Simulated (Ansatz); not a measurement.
B2H4F2⁺, that is diborane 1,1-di F with one electron fewer: single points at one geometry.

```yaml
crystal:
  periodic: [false, false, false]
  atoms:
    - {symbol: B, position_ang: [0.526342, -0.605238, 0.354946]}
    - {symbol: F, position_ang: [1.333641, -1.345085, -0.416623]}
    - {symbol: F, position_ang: [0.538718, -0.807124, 1.679136]}
    - {symbol: H, position_ang: [0.669671, 0.762082, 0.058215]}
    - {symbol: B, position_ang: [-0.536447, 0.616651, -0.361665]}
    - {symbol: H, position_ang: [-1.235172, 1.247657, 0.373571]}
    - {symbol: H, position_ang: [-0.506705, 0.754806, -1.547832]}
    - {symbol: H, position_ang: [-0.790057, -0.623759, -0.139748]}
basis:
  gaussian: {orbitals: def2-TZVP, initial_orbitals: start.molden}
total_charge: 1
magnetization: {spin_polarized: true, initial_magnetization: 1}
hamiltonian: {xc: pbe, dispersion: d4}
scf: {omitted_lower_state_checks: [starts]}
output: {orbitals: {seedname: orbitals}}
```

The file start.molden holds the orbitals of an earlier run on this structure, at another level or in another basis.

```sh
$ ansatz run in.yaml --threads 4 --pin off --events-out ev --progress --plain --max-ram 3916MiB
```

It prints (some lines left out):

```
Functional definition: PBE
826 factors; their error is unknown
mean field evaluation 1: about -6836.7922 eV, gradient 6.4e0 eV
mean field evaluation 2: about -6836.9934 eV, gradient 2.1e0 eV
mean field evaluation 4: about -6837.0164 eV, gradient 1.5e-1 eV
mean field evaluation 8: about -6837.0167 eV, gradient 2.7e-5 eV
mean field -6837.01672109 eV, -251.2557302038 hartree, gradient 1.3e-5 eV, S^2 0.753089; 0 other end points of the search recorded, 0 dependent functions left out
reference -6837.01676020 eV, -251.2557316411 hartree; 16, 15 occupied and 132, 133 virtual orbitals, 826 factors
Total energy: -6837.09434654 eV, -251.2585828862 hartree
Checks for a lower state left out: starts
```

It took 1.4 s on 4 threads of Arm Neoverse V2 on a shared host.

As the first input, with `hamiltonian: {xc: r2scan, dispersion: d4}` (abridged; 3.1 s):

```
Functional definition: r2SCAN
mean field -6841.27861324 eV, -251.4123518515 hartree, gradient 9.0e-6 eV, S^2 0.757545
Total energy: -6841.29695124 eV, -251.4130257604 hartree
Checks for a lower state left out: starts
```

First input, but with `gaussian: {orbitals: def2-TZVPP, initial_orbitals: start.molden}`, `correlation: {method: ccsd_t}`, `scf: {omitted_lower_state_checks: [starts, cluster_reference]}` and without the key `hamiltonian` (abridged; 5.3 min):

```
Functional definition: HF
mean field -6811.14870811 eV, -250.3050982607 hartree, gradient 2.0e-6 eV, S^2 0.784871
4 core orbitals not correlated: weight in the atoms' cores, before any rotation towards them, 1.000 or more for the frozen orbitals, at most 0.000 for the correlated occupied ones
second order -19.43842420 eV of doubles, -0.00000000 eV of singles
cycle   1  -19.50478187 eV  change   -6.6e-2 eV  update   1.1e-1
cycle   2  -19.96770352 eV  change   -4.6e-1 eV  update   3.7e-2
cycle   3  -20.11783675 eV  change   -1.5e-1 eV  update   2.6e-2
cycle   4  -20.12275683 eV  change   -4.9e-3 eV  update   9.3e-3
cycle   5  -20.11680361 eV  change    6.0e-3 eV  update   8.1e-3
cycle   6  -20.12213367 eV  change   -5.3e-3 eV  update   4.9e-3
cycle   7  -20.12424838 eV  change   -2.1e-3 eV  update   3.5e-3
cycle   8  -20.12375225 eV  change    5.0e-4 eV  update   1.9e-3
cycle   9  -20.12388878 eV  change   -1.4e-4 eV  update   7.9e-4
cycle  10  -20.12410598 eV  change   -2.2e-4 eV  update   2.6e-4
cycle  11  -20.12386532 eV  change    2.4e-4 eV  update   1.5e-4
cycle  12  -20.12399845 eV  change   -1.3e-4 eV  update   7.3e-5
cycle  13  -20.12398204 eV  change    1.6e-5 eV  update   3.2e-5
cycle  14  -20.12400292 eV  change   -2.1e-5 eV  update   1.4e-5
cycle  15  -20.12401444 eV  change   -1.2e-5 eV  update   4.8e-6
perturbative correction -0.65856598 eV, -0.0242018535 hartree
Total energy: -6831.93128854 eV, -251.0688440045 hartree
Checks for a lower state left out: starts, cluster_reference
```

The first input with `hamiltonian: {xc: pbe0, dispersion: d4}` (abridged; 1.7 s):

```
Functional definition: PBE0
mean field -6836.92571332 eV, -251.2523857297 hartree, gradient 7.8e-6 eV, S^2 0.758352
Total energy: -6836.98959986 eV, -251.2547335168 hartree
Checks for a lower state left out: starts
```

Geometry: PBE-D4/def2-TZVP, that of the neutral singlet.

Correlated methods freeze 4 core orbitals.
